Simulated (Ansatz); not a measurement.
Si(OAc)2Me2 (C6H12O4Si). Total charge 0; singlet. Geometry r2SCAN-D4/def2-SVP; atoms count from 1.

```tsv
atom	x (Å)	y (Å)	z (Å)
Si1	-1.1376	-0.0571	0.0388
O2	-0.1341	0.2223	1.3911
C3	1.0321	-0.4328	1.5766
C4	1.8405	0.1671	2.6880
O5	1.3688	-1.3699	0.8889
H6	2.7110	-0.4620	2.9064
H7	1.2189	0.3049	3.5845
H8	2.1727	1.1672	2.3672
O9	-0.2054	-0.2394	-1.3794
C10	0.8743	0.5283	-1.6414
C11	1.6609	0.0089	-2.8076
O12	1.1608	1.4975	-0.9758
H13	2.4456	0.7223	-3.0841
H14	0.9962	-0.1960	-3.6592
H15	2.1147	-0.9506	-2.5127
C16	-2.1995	1.4544	-0.0804
H17	-2.8814	1.3955	-0.9434
H18	-1.5597	2.3423	-0.1991
H19	-2.8067	1.5844	0.8295
C20	-2.0322	-1.6671	0.2249
H21	-2.6840	-1.8602	-0.6419
H22	-2.6558	-1.6741	1.1327
H23	-1.3000	-2.4860	0.2962
```

Estimate the Mulliken populations from the PBE0/def2-TZVP orbitals of Ansatz.


| atom | charge (e) |
| --- | --- |
| Si1 | 0.59 |
| O2 | -0.31 |
| C3 | 0.34 |
| C4 | -0.37 |
| O5 | -0.35 |
| H6 | 0.14 |
| H7 | 0.14 |
| H8 | 0.16 |
| O9 | -0.31 |
| C10 | 0.34 |
| C11 | -0.37 |
| O12 | -0.35 |
| H13 | 0.14 |
| H14 | 0.14 |
| H15 | 0.16 |
| C16 | -0.49 |
| H17 | 0.14 |
| H18 | 0.17 |
| H19 | 0.14 |
| C20 | -0.49 |
| H21 | 0.14 |
| H22 | 0.14 |
| H23 | 0.17 |
Mulliken values depend strongly on the basis.

And the Mayer bond orders between heavy atoms (over 0.3)?

Si1–O2 1.01 (1.71 Å); Si1–O9 1.01 (1.71 Å); Si1–C16 1.04 (1.85 Å); Si1–C20 1.04 (1.85 Å); O2–C3 1.13 (1.35 Å); C3–C4 1.00 (1.50 Å); C3–O5 1.99 (1.21 Å); O9–C10 1.13 (1.35 Å); C10–C11 1.00 (1.50 Å); C10–O12 1.99 (1.21 Å).
